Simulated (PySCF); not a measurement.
# O⁺ (oxygen, charge +1) across methods

[He] 2s1 2p3 3d1, high-spin 6D determinant (an excited configuration). All numbers are calculated (PySCF 2.14, the non-relativistic Hamiltonian (point nucleus), in aug-cc-pwCVTZ).

```json
{"method": "TPSSh", "E (hartree)": "-73.1391", "mean ε 2s α (eV)": "-52.709", "mean ε 2p α (eV)": "-36.663", "mean ε 3d α (eV)": "-0.637", "Σ⟨r²⟩ (bohr²)": "12.90", "⟨S²⟩": "8.750"}
{"method": "PBE", "E (hartree)": "-73.0625", "mean ε 2s α (eV)": "-50.437", "mean ε 2p α (eV)": "-35.328", "mean ε 3d α (eV)": "-0.425", "Σ⟨r²⟩ (bohr²)": "12.93", "⟨S²⟩": "8.750"}
{"method": "wB97M-V", "E (hartree)": "-73.1131", "mean ε 2s α (eV)": "-56.427", "mean ε 2p α (eV)": "-40.404", "mean ε 3d α (eV)": "-2.656", "Σ⟨r²⟩ (bohr²)": "12.86", "⟨S²⟩": "8.750"}
{"method": "revPBE", "E (hartree)": "-73.1269", "mean ε 2s α (eV)": "-50.486", "mean ε 2p α (eV)": "-35.294", "mean ε 3d α (eV)": "-0.494", "Σ⟨r²⟩ (bohr²)": "12.93", "⟨S²⟩": "8.750"}
{"method": "UHF", "E (hartree)": "-72.99377", "mean ε 2s α (eV)": "-66.426", "mean ε 2p α (eV)": "-46.412", "mean ε 3d α (eV)": "-2.666", "Σ⟨r²⟩ (bohr²)": "12.80", "⟨S²⟩": "8.750"}
{"method": "PBEsol", "E (hartree)": "-72.8213", "mean ε 2s α (eV)": "-50.209", "mean ε 2p α (eV)": "-35.236", "mean ε 3d α (eV)": "-0.307", "Σ⟨r²⟩ (bohr²)": "12.93", "⟨S²⟩": "8.750"}
{"method": "LDA", "E (hartree)": "-72.5726", "mean ε 2s α (eV)": "-50.001", "mean ε 2p α (eV)": "-35.344", "mean ε 3d α (eV)": "-0.210", "Σ⟨r²⟩ (bohr²)": "12.92", "⟨S²⟩": "8.750"}
{"method": "PBE0", "E (hartree)": "-73.0746", "mean ε 2s α (eV)": "-54.548", "mean ε 2p α (eV)": "-38.226", "mean ε 3d α (eV)": "-1.061", "Σ⟨r²⟩ (bohr²)": "12.89", "⟨S²⟩": "8.750"}
```

Estimate the same row for r2SCAN.

E (hartree) = -73.1349; mean ε 2s α (eV) = -52.579; mean ε 2p α (eV) = -36.414; mean ε 3d α (eV) = -0.340; Σ⟨r²⟩ (bohr²) = 12.88; ⟨S²⟩ = 8.750.

The outer electron is Rydberg-like, and this basis confines it to a smaller radius and binds it less than a complete one would.
